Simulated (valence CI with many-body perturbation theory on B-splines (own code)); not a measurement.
**Run record, Hg LVIII**

Computed by relativistic CI+MBPT: five valence electrons over a frozen Dirac-Fock core [Ar], radial functions for each j: 6 s, 6 p, 5 d, 5 f, 1 g, with the one-electron correlation potential Σ1 (screened to all orders), the two-electron term Σ2, the three-electron term Σ3, Breit, model QED; selected single and double excitations, second order for the rest, scaled by the run's own slope (own B-spline code, finite nucleus).

Command, and the settings that its task file holds:

```sh
python run_cv.py task.json out
```

```
atom Hg  Z=80  mass_number=202  rms_radius_fm=5.4648
core [Ar]
valence 3d5
avg = 1
basis = S
breit = 1
cap = 10000
capref = 1200
cscale = 1
de = 0.0
dress = 0
eps = 2e-08
extrap = 1
h = 0.27
hh = 1
l2 = 3
lcore = 6
maxit = 60
n2 = 5
natural = 1
nlev = 20
nno = [3, 3, 3, 3, 1]
nroot = 26
nsp = [3, 3, 2, 2, 0]
pt2 = 1
qed = 1
rpa = 1
s1 = 2
s2 = 1
s3 = 1
screen = 1
tol = 2e-05
whole = 1
```

It took 22 s on 1 thread of Arm Neoverse V1, on a shared host.

Log. The first blocks belong to the next ion, which gives the ionisation energy. Fields: 2J, parity (1 odd), roots, reference size, generating configurations, candidates as configurations/state functions, variational space P, stored matrix elements, Davidson steps; e2 is the range of second-order energies in hartree. The first line gives the box (bohr), its intervals, the orbitals and the steps of their self-consistent field. Window is the range of levels sought, series limit the energy at which the first omitted orbital would enter, core excitation an estimate of the first excitation out of the core, left out the lowest levels not solved, and shifts from estimates the range by which levels moved from their first estimate, all in cm⁻¹.

```
rmax 2.0 intervals 55 orbitals 40 references ['3d5', '3d4 4s', '3d4 4p'] scf 4 t 0.8
2J=0 par=0 roots 2 ref 17 generators 4 cand 1145/2051 P 570/997 nnz 0 it 0
2J=0 par=0 roots 2 ref 17 generators 4 cand 588/1071 P 1039/1895 nnz 0 it 4
   second order: generators 7 cand 1611/3999 e2 -0.00001 -0.00001
reference levels 556, estimated 31, window 1787183 1/cm; series limit 30737917, core excitation 2792862
2J=5 par=0 roots 7 ref 81 generators 5 cand 1430/16534 P 252/3605 nnz 3.3e+06 it 5
2J=5 par=0 roots 7 ref 81 generators 5 cand 1365/15507 P 764/9980 nnz 2.3e+07 it 7
   second order: generators 5 cand 853/9132 e2 -0.00145 -0.00063
2J=7 par=0 roots 6 ref 72 generators 3 cand 1424/16852 P 192/3520 nnz 3.4e+06 it 4
2J=7 par=0 roots 6 ref 72 generators 3 cand 1378/15865 P 641/9988 nnz 2.4e+07 it 5
   second order: generators 3 cand 929/9397 e2 -0.00198 -0.00116
2J=11 par=0 roots 3 ref 35 generators 3 cand 1205/10563 P 258/3465 nnz 3.1e+06 it 4
2J=11 par=0 roots 3 ref 35 generators 3 cand 1142/9596 P 951/9998 nnz 2.3e+07 it 5
   second order: generators 3 cand 449/3063 e2 -0.00023 -0.00016
2J=3 par=0 roots 5 ref 67 generators 3 cand 1432/12876 P 266/3567 nnz 3.4e+06 it 4
2J=3 par=0 roots 5 ref 67 generators 3 cand 1355/11857 P 931/9999 nnz 2.2e+07 it 5
   second order: generators 4 cand 1468/24392 e2 -0.00048 -0.00032
2J=9 par=0 roots 4 ref 56 generators 3 cand 1355/14461 P 219/3556 nnz 3.6e+06 it 4
2J=9 par=0 roots 4 ref 56 generators 3 cand 1293/13460 P 740/9997 nnz 2.4e+07 it 5
   second order: generators 3 cand 772/7019 e2 -0.00078 -0.00049
2J=1 par=0 roots 3 ref 39 generators 3 cand 1215/6099 P 513/3554 nnz 3.1e+06 it 4
2J=1 par=0 roots 3 ref 39 generators 3 cand 1046/5084 P 1411/8296 nnz 1.4e+07 it 5
   second order: generators 3 cand 148/342 e2 -0.00000 -0.00000
2J=13 par=0 roots 1 ref 18 generators 1 cand 878/6188 P 368/3490 nnz 3.6e+06 it 4
2J=13 par=0 roots 1 ref 18 generators 1 cand 748/5207 P 946/7754 nnz 1.5e+07 it 5
   second order: generators 1 cand 170/943 e2 -0.00001 -0.00001
left out: unestimated 2586645, estimated 2435954, shifts from estimates -475 to 665
operators 1.1
```

The Davidson iterations converged. The settings are bad on purpose, so the numbers may not be properties of the ion.

No measured spectrum was set against this ion. As an estimate, large intervals hold to a few tenths of a per cent, small ones and those within an open d or f shell to about a per cent. Among the levels kept, up to 430 cm⁻¹ of a level comes from second order outside the variational space, and about a tenth of that is noise between levels of different J, which matters for small intervals. Only levels of the ground parity were solved; by the run's estimate the other parity begins above the list, which can be wrong where configurations are misplaced.

```yaml
Valence_energy: -1135.356 hartree
Ionisation_energy: "5782.4 eV (NIST: 5780 ± 6 eV (theoretical))"
Reference_configurations_for_the_orbitals: 3d5, 3d4 4s, 3d4 4p
Radial_orbitals: 40
Box_radius: 1.976 bohr
Largest_variational_space: 9999
Lowest_levels: (3d3/2^4 3d5/2) J=5/2 0.00, (3d3/2^3 3d5/2^2) J=5/2 [a] 89.39, (3d3/2^3 3d5/2^2) J=7/2 [a] 101.85, (3d3/2^3 3d5/2^2) J=11/2 102.92, (3d3/2^3 3d5/2^2) J=3/2 [a] 104.24, (3d3/2^3 3d5/2^2) J=9/2 109.55, (3d3/2^3 3d5/2^2) J=5/2 [b] 114.10, (3d3/2^3 3d5/2^2) J=7/2 [b] 118.79, (3d3/2^3 3d5/2^2) J=1/2 119.07, (3d3/2^3 3d5/2^2) J=3/2 [b] 139.15, (3d3/2^2 3d5/2^3) J=5/2 [a] 189.94, (3d3/2^2 3d5/2^3) J=7/2 [a] 199.76, (3d3/2^2 3d5/2^3) J=11/2 199.81, (3d3/2^2 3d5/2^3) J=9/2 [a] 202.16 eV
```

Levels are named by their leading jj configuration (3d3/2^4 stands for four electrons in 3d with j = 3/2), which in mixed levels can hold well under half, so a name can repeat and another be missing. Letters in brackets count levels of one name in rising energy.
